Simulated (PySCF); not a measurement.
Results of a calculation; reference values are marked as such.
**C2H7PSi**

The system: C2H7PSi, a carbene (divalent C1, bonded to 1 C + 1 P); neutral, triplet. The structure, one conformer, was relaxed in the gas phase by PBE0-D3(BJ)/def2-SVP. No frequency run checks that it is a minimum.

Singlet and triplet of such a carbene can lie close, and which is the ground state isn't settled here.

SMILES: C[C]P[SiH3]

```csv
atom,x (Å),y (Å),z (Å)
C1,0.948,0.048,-0.337
C2,2.105,-0.596,0.294
P3,-0.205,1.300,0.116
Si4,-2.119,0.078,-0.052
H5,1.821,-1.155,1.207
H6,2.883,0.134,0.589
H7,2.575,-1.319,-0.393
H8,-0.367,1.965,-1.143
H9,-3.293,0.991,0.106
H10,-2.222,-0.646,-1.354
H11,-2.110,-0.911,1.067
```

EPR values by unrestricted B3LYP, IGLO-III on C P Si, pcH-1 on H.

(1) Predict g and the largest hyperfine couplings. Where does the spin sit?

(2) How do the isotropic couplings move with BHandHLYP?

## Answers

(1) g = 2.0013, 2.0022, 2.0027. The zero-field splitting dominates the spectrum: D = 0.56 cm⁻¹, |E| = 0.028 cm⁻¹ (spin-spin and spin-orbit parts, DFT, rough). The spin sits on C1 (85 %, bonded to 1 C + 1 P) by Mulliken populations.
```json
{"atom": "C1", "isotope": "13C", "isotropic (MHz)": "176.2", "dipolar, principal values (MHz)": "-68.9, 26.3, 42.6"}
{"atom": "H5", "isotope": "1H", "isotropic (MHz)": "78.7", "dipolar, principal values (MHz)": "-4.6, -3.0, 7.6"}
{"atom": "H6", "isotope": "1H", "isotropic (MHz)": "72.5", "dipolar, principal values (MHz)": "-4.3, -3.0, 7.4"}
{"atom": "Si4", "isotope": "29Si", "isotropic (MHz)": "-67.6", "dipolar, principal values (MHz)": "-9.8, 4.6, 5.3"}
{"atom": "P3", "isotope": "31P", "isotropic (MHz)": "-36.8", "dipolar, principal values (MHz)": "-35.6, -33.0, 68.6"}
{"atom": "H8", "isotope": "1H", "isotropic (MHz)": "66.5", "dipolar, principal values (MHz)": "-3.7, -1.8, 5.5"}
```

(2) C1 176.2 to 205.0 MHz, H5 78.7 to 78.6 MHz, H6 72.5 to 73.4 MHz, Si4 -67.6 to -63.7 MHz.
